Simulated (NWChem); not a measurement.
System: SiBr2, singlet; SMILES Br[Si]Br

NWChem input:

```
start job
memory heap 200 mb stack 900 mb global 1100 mb
geometry units angstroms noautosym nocenter noautoz
  Si     0.000000     0.000000     1.190673
  Br     1.777981     0.000000    -0.233110
  Br    -1.777981     0.000000    -0.233110
end
basis spherical
  * library 6-31g*
end
dft
  xc pbe0
  iterations 150
end
cosmo
  do_cosmo_smd true
  solvent toluene
end
task dft energy
```

NWChem printed, in part:

```
             Northwest Computational Chemistry Package (NWChem) 7.3.0
             --------------------------------------------------------

                             Geometry "geometry" -> ""
                             -------------------------

 Output coordinates in angstroms (scale by  1.889725989 to convert to a.u.)

  No.       Tag          Charge          X              Y              Z
 ---- ---------------- ---------- -------------- -------------- --------------
    1 Si                  14.0000     0.00000000     0.00000000     1.19067300
    2 Br                  35.0000     1.77798100     0.00000000    -0.23311000
    3 Br                  35.0000    -1.77798100     0.00000000    -0.23311000

 Effective nuclear repulsion energy (a.u.)     409.9702879974

                                 NWChem DFT Module
                                 -----------------

 Summary of "ao basis" -> "ao basis" (spherical)
 ------------------------------------------------------------------------------
       Tag                 Description            Shells   Functions and Types
 ---------------- ------------------------------  ------  ---------------------
 Si                          6-31g*                  8       18   4s3p1d
 Br                          6-31g*                 12       32   5s4p3d

 in cosmo_initialize ...
 calling solv_data for solv:toluene

 solvent parameters
 solvname_short: toluene
 solvname_long:  toluene
 dielec:        2.3741
 dielecinf:     2.2383
 nonaqueous SMD model solvent descriptors
 dielec:        2.3741
 sola:          0.0000
 solb:          0.1400
 solc:          0.8570
 solg:         40.2000
 solh:          0.0000
 soln:          1.4961

          ---------------
          -cosmo- solvent
          ---------------
 Cosmo: York-Karplus, doi: 10.1021/jp992097l
 dielectric constant -eps-     =   2.37
 screen = (eps-1)/(eps    )    =   0.57879
 surface charge correction     = lagrangian

   van der Waals surface
 --------------------------

[...]

                                COSMO-SMD solvation results
                                ---------------------------

             internal energy in gas <Psi(g)|H|Psi(g)> =     -5436.513377948899
         internal energy in solvent <Psi(s)|H|Psi(s)> =     -5436.513298133824
                               delta internal energy  =         0.000079815075 (    0.05 kcal/mol)
   total free energy in solvent <Psi(s)|H+V/2|Psi(s)> =     -5436.514437817166
 polarization energy contribution <Psi(s)|V/2|Psi(s)> =        -0.001139683342 (   -0.72 kcal/mol)
    total free energy in solvent including G(SMD-CDS) =     -5436.521414182050
                       G(SMD-CDS) energy contribution =        -0.006976364883 (   -4.38 kcal/mol)
     1 M fixed-concentration free energy of solvation =        -0.008036233151 (   -5.04 kcal/mol)

                       DFT Final Molecular Orbital Analysis
                       ------------------------------------

 Vector   40  Occ=2.000000D+00  E=-3.243928D-01
              MO Center=  9.3D-08, -3.3D-08, -2.0D-01, r^2= 4.6D+00
   Bfn.  Coefficient  Atom+Function         Bfn.  Coefficient  Atom+Function
  ----- ------------  ---------------      ----- ------------  ---------------
    30      0.552138  2 Br py                62     -0.552138  3 Br py
    34      0.255754  2 Br py                66     -0.255754  3 Br py
    26     -0.248156  2 Br py                58      0.248156  3 Br py
    22      0.074392  2 Br py                54     -0.074392  3 Br py
    14      0.047426  1 Si d -2

 Vector   41  Occ=2.000000D+00  E=-3.106750D-01
              MO Center=  2.1D-07,  1.2D-08, -1.7D-01, r^2= 4.8D+00
   Bfn.  Coefficient  Atom+Function         Bfn.  Coefficient  Atom+Function
  ----- ------------  ---------------      ----- ------------  ---------------
    29      0.460205  2 Br px                61      0.460205  3 Br px
    31      0.341342  2 Br pz                63     -0.341342  3 Br pz
    33      0.206482  2 Br px                65      0.206482  3 Br px
    25     -0.204309  2 Br px                57     -0.204309  3 Br px
    27     -0.153027  2 Br pz                59      0.153027  3 Br pz

 Vector   42  Occ=2.000000D+00  E=-2.800936D-01
              MO Center=  2.0D-08, -1.5D-08,  7.3D-01, r^2= 4.3D+00
   Bfn.  Coefficient  Atom+Function         Bfn.  Coefficient  Atom+Function
  ----- ------------  ---------------      ----- ------------  ---------------
    10      0.460655  1 Si s                 31     -0.416491  2 Br pz
    63     -0.416491  3 Br pz                 6      0.367496  1 Si s
     9      0.324265  1 Si pz                35     -0.218939  2 Br pz
    67     -0.218939  3 Br pz                27      0.184490  2 Br pz
    59      0.184490  3 Br pz                 2     -0.168280  1 Si s

 Vector   43  Occ=0.000000D+00  E=-1.169271D-01
              MO Center= -1.7D-09,  1.0D-08,  9.9D-01, r^2= 3.3D+00
   Bfn.  Coefficient  Atom+Function         Bfn.  Coefficient  Atom+Function
  ----- ------------  ---------------      ----- ------------  ---------------
     8      0.621422  1 Si py                12      0.518177  1 Si py
    30     -0.255096  2 Br py                62     -0.255096  3 Br py
     4     -0.221054  1 Si py                34     -0.199211  2 Br py
    66     -0.199211  3 Br py                26      0.111340  2 Br py
    58      0.111340  3 Br py                46     -0.033689  2 Br d -2

[...]
```

Level: PBE0/6-31G* (spherical d), SMD on the gas-phase geometry. Low-valent species are run as closed-shell singlets; no triplet was tried in these runs. Structure relaxed at the PBE-D3(BJ)/def2-SVP level. Solvent: toluene.
